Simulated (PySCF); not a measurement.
**Bonding in `FC[C@@H]1CCC[NH2+]1`**

Compound: C₅H₁₁FN (charge +1).
Numbering: `[F:1][CH2:2][C@@H:3]1[CH2:4][CH2:5][CH2:6][NH2+:7]1` (hydrogens: H8, H9 on C2; H10 on C3; H11, H12 on C4; H13, H14 on C5; H15, H16 on C6; H17, H18 on N7)

Cartesian coordinates in Å at the GFN2-xTB level; atoms count from 1:
```xyz
18
C5H11FN angstrom
F      1.6239    0.3391    1.8371
C      1.8465    0.8431    0.5807
C      0.6892    0.3938   -0.3098
C     -0.6545    1.0396    0.0214
C     -1.6539    0.0351   -0.5421
C     -1.0577   -1.3058   -0.1221
N      0.4264   -1.0727   -0.0809
H      2.8132    0.4539    0.2456
H      1.8875    1.9321    0.6569
H      0.9444    0.5533   -1.3602
H     -0.7705    1.1360    1.1018
H     -0.7513    2.0236   -0.4291
H     -2.6541    0.1748   -0.1420
H     -1.7052    0.1162   -1.6274
H     -1.2993   -2.1106   -0.8136
H     -1.4009   -1.5817    0.8747
H      0.9221   -1.6576   -0.7577
H      0.7854   -1.3058    0.8551
```

Bond orders from the PBE0/pcSseg-1 density (PySCF). One conformer (not necessarily the lowest) at the GFN2-xTB geometry, without solvent, vibrations or thermal averaging.

Q: How far do the computed orders between heavy atoms stray from the drawn ones?

A: The largest departure is 0.171, at N7–C3 (drawn single, 0.829). Drawn single, order below 0.88: F1–C2 (0.878), C6–N7 (0.847) and N7–C3 (0.829). The SMILES, with its formal charges, is one Lewis structure only.

Q: Give the Mayer order of every bond between heavy atoms, beside its length.

A: 
```csv
bond,drawn as,length (Å),Mayer order
F1–C2,single,1.372,0.878
C2–C3,single,1.528,1.005
C3–C4,single,1.527,0.973
C4–C5,single,1.525,1.037
C5–C6,single,1.526,1.028
C6–N7,single,1.503,0.847
N7–C3,single,1.507,0.829
```

By pair of heavy elements: C–C: lowest C3–C4 (0.973, 1.527 Å), highest C4–C5 (1.037, 1.525 Å). C–N: all 2 within 0.02 of one another (0.829 to 0.847).

Q: And the bonds to hydrogen?

A: C–H: 0.93 to 0.94 (9 bonds); H–N: 0.89 to 0.91 (2 bonds).

Q: Sum the orders of all bonds at each heavy atom with more than one neighbour and set the sums beside the valence in the SMILES.

A: C2 3.763 (drawn 4), C3 3.738 (drawn 4), C4 3.882 (drawn 4), C5 3.944 (drawn 4), C6 3.758 (drawn 4), N7 3.470 (drawn 4). Orders between atoms that aren't bonded are not in these sums.

The Mayer order sums products of elements of PS (density times overlap matrix) between the two atoms' basis functions, so it depends on the basis set.
